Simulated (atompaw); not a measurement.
## Reading a pseudo-wave (tantalum)

Columns: radius, all-electron u(r) and pseudo u(r) of the 6s shell (level -8.44 eV) of tantalum in the configuration [Xe] 4f14 5d3 6s1.5 6p0; PBE, scalar-relativistic, PAW (atompaw) scheme, atompaw 4.2.0.5.

```csv
r (bohr),all-electron,pseudo
0.115,-0.0839,0.0416
0.231,0.0038,0.0835
0.346,0.1862,0.1248
0.462,0.1048,0.1659
0.577,-0.0776,0.2062
0.692,-0.2260,0.2457
0.808,-0.2979,0.2848
0.923,-0.2963,0.3224
1.038,-0.2415,0.3589
1.154,-0.1529,0.3942
1.269,-0.0486,0.4278
1.385,0.0608,0.4598
1.500,0.1658,0.4896
1.615,0.2622,0.5174
1.731,0.3483,0.5430
1.846,0.4216,0.5659
1.962,0.4833,0.5863
2.077,0.5329,0.6038
2.192,0.5718,0.6182
2.308,0.6012,0.6297
2.423,0.6216,0.6378
2.538,0.6344,0.6426
2.654,0.6406,0.6440
2.769,0.6410,0.6420
2.885,0.6364,0.6365
3.000,0.6276,0.6276
```

How many radial nodes do the two functions have?

The all-electron 6s function has n − l − 1 = 5 (the table is too coarse to show those close to the nucleus); the pseudo-wave has 0, since the states of the same l below it are removed with the core.

Is the pseudo-wave norm-conserving?

No, it belongs to a PAW set: the norm inside the radius is not constrained, and the difference is carried by the augmentation charge.
